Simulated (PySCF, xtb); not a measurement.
NP. Atoms are numbered in the order given.

```xyz
2

N      0.0000     0.0000    -1.0136
P      0.0000     0.0000     0.4730
```

The structure is a stationary point at r2SCAN-D4/def2-TZVPD.

These are IEF-PCM-B3LYP/def2-TZVPD (PySCF 2.14.0) values and carry that method's errors.

The values are the electrostatic part of the solvation free energy, E(continuum) − E(gas) at the gas-phase geometry, in a cavity of scaled van der Waals radii (PySCF's table); cavitation and dispersion terms are not included. In vacuum the orbital gap is 6.40 eV. The dipole moment in vacuum is 2.90 D.

Computed values in water (ε = 78.36), diethylether (ε = 4.24), tetrahydrofuran (ε = 7.43):
```tsv
solvent	ε	ΔG(elec) (kcal/mol)	dipole (D)	gap (eV)
water	78.36	-5.7	4.15	6.65
diethylether	4.24	-3.7	3.71	6.56
tetrahydrofuran	7.43	-4.5	3.89	6.60
```

For comparison, GFN2-xTB/ALPB(water) (xtb, at the GFN2-xTB geometry, all terms of that model) gives -1.6 kcal/mol.
